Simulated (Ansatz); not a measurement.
Isolated molecules relaxed with PBE0-D4/def2-TZVP in Ansatz; ΔE leaves out vibrations. CBS: MP2 limit from def2 TZ/QZ plus the TZ coupled-cluster correction, frozen cores. This one scheme is used for every species. For Ge outer-core shells are correlated without core-valence functions, which leaves a few kJ/mol of doubt a bond. Scalar relativity is left out up to krypton. Each species was taken in one conformer, which may not be the lowest.

`C[S][Ge][SH]` + H₂O → `C[S][Ge][OH]` + H₂S  (formal hydrolysis of a Ge–S bond)

`C[S][Ge][SH]`:

Cartesian coordinates in Å:
```
C -1.602 -0.186 0.156
S 0.009 0.645 0.211
Ge 1.352 -0.967 -0.502
S 3.267 0.196 -0.378
H -2.262 0.360 -0.517
H -1.502 -1.213 -0.199
H -2.032 -0.196 1.157
H 2.769 1.361 0.073
```

H₂O:

Z-matrix (Å, degrees):
```
O
H 1 0.960
H 1 0.960 2 105.1
```

`C[S][Ge][OH]`:

Z-matrix (Å, degrees):
```
C
S 1 1.814
H 1 1.089 2 109.2
H 1 1.089 2 109.2 3 119.5
H 1 1.092 2 111.2 3 -120.2
Ge 2 2.238 1 100.3 3 120.3
O 6 1.785 2 98.5 1 -180.0
H 7 0.962 6 116.6 2 0.0
```

H₂S:

Z-matrix (Å, degrees):
```
S
H 1 1.341
H 1 1.341 2 92.3
```

```tsv
species	CCSD(T)/CBS(def2) energy (Eh)
`C[S][Ge][SH]`	-2912.17004
H₂O	-76.37941
`C[S][Ge][OH]`	-2589.56887
H₂S	-398.97279
```

(1) Work out ΔE.

Largest T1 diagnostic among the species: 0.014.

Results:

(1) ΔE = (-2589.56887) + (-398.97279) − (-2912.17004) − (-76.37941) = 0.00779 Eh = +0.21 eV.

The D4 term adds +0.06 eV with B3LYP and +0.03 eV with PBE0; it sums over pairs of atoms, weighted by their polarisabilities, and B3LYP, whose exchange is more repulsive, gets the larger term. In def2-TZVPP, CCSD(T) changes the Hartree–Fock value by +0.09 eV (the triples alone add +0.02 eV) and MP2 by +0.13 eV.

B3LYP here is the variant with VWN-RPA as its local correlation; programs differ in this.
